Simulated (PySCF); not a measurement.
Estimate the missing entries of this data sheet.

Compound: Si8Me8 cubane, C₈H₂₄Si₈.
Structure used (PBE0-D3(BJ)/def2-SVP), in Å, numbered top down from 1:
```xyz
40
C8H24Si8 angstrom
Si     1.3850    1.5376    0.1509
C      2.6512    2.9388    0.2893
Si    -0.9599    1.7471    0.5827
C     -1.8295    3.3436    1.1135
Si    -1.4349    0.5133   -1.4111
C     -2.7516    0.9668   -2.6944
Si     0.9088    0.3013   -1.8406
C      1.7486    0.5610   -3.5184
Si     0.9570   -1.7385   -0.5887
C      1.8414   -3.3269   -1.1205
Si     1.4331   -0.5010    1.4025
C      2.7382   -0.9773    2.6894
Si    -0.9104   -0.2912    1.8347
C     -1.7513   -0.5727    3.5083
Si    -1.3863   -1.5258   -0.1584
C     -2.6610   -2.9202   -0.2881
H      2.3905    3.7638   -0.3910
H      3.6570    2.5767    0.0262
H      2.6816    3.3324    1.3168
H     -2.9083    3.1686    1.2455
H     -1.4181    3.7095    2.0669
H     -1.6958    4.1281    0.3529
H     -3.7505    0.9833   -2.2319
H     -2.7601    0.2311   -3.5131
H     -2.5501    1.9608   -3.1226
H      1.3373   -0.1350   -4.2654
H      2.8317    0.3824   -3.4372
H      1.5908    1.5894   -3.8772
H      1.7167   -4.1114   -0.3584
H      2.9179   -3.1418   -1.2558
H      1.4304   -3.6981   -2.0717
H      2.7547   -0.2473    3.5135
H      2.5176   -1.9707    3.1092
H      3.7389   -1.0085    2.2319
H     -2.8374   -0.4146    3.4240
H     -1.3560    0.1240    4.2632
H     -1.5758   -1.6014    3.8590
H     -2.4004   -3.7458    0.3916
H     -3.6635   -2.5530   -0.0199
H     -2.6997   -3.3153   -1.3148
```

```tsv
property	level	value
rotational constants A, B, C	PBE0-D3(BJ)/def2-SVP	0.257, 0.257, 0.256 GHz
dipole moment	PBE0/pcSseg-1	0.00 D
HOMO energy	PBE0/pcSseg-1	-5.31 eV
LUMO energy	PBE0/pcSseg-1	-1.51 eV
13C chemical shifts (computed TMS as zero) by class	GIAO PBE0/pcSseg-1	?
1H chemical shifts (computed TMS as zero) by class	GIAO PBE0/pcSseg-1	?
isotropic shieldings of nuclei other than C and H, by class	GIAO PBE0/pcSseg-1	?
```

The electronic properties come from PySCF, for the isolated species, density fitting.

(1) What are the 1H chemical shifts (computed TMS as zero) by class?

(2) Give the isotropic shieldings of nuclei other than C and H, by class.

(3) Give the 13C chemical shifts (computed TMS as zero) by class.

## Answers

(1) 0.63 (H17 and 23 like it) ppm.

(2) 366 (Si1/Si3/Si5/Si7/Si9/Si11/Si13/Si15) ppm.

(3) -5.1 (C2/C4/C6/C8/C10/C12/C14/C16) ppm.

With B = h/(8π²I), that is 505.379 GHz u Å² over I, the principal moments of inertia are 1967.7, 1969.0 and 1972.7 u Å² (most abundant isotopes); the inertial defect Ic − Ia − Ib is -1964.0 u Å² (zero for a rigid planar frame, negative otherwise). The rotational constants are those of a nearly spherical top.

For the geometry optimisation (PBE0-D3(BJ)/def2-SVP), on 2 threads, Intel Xeon 6975P-C (x86_64), no GPU, shared host, this took 11 min wall, 23 min CPU and 4.3 GiB of memory at its peak.

One conformer stands for the species.
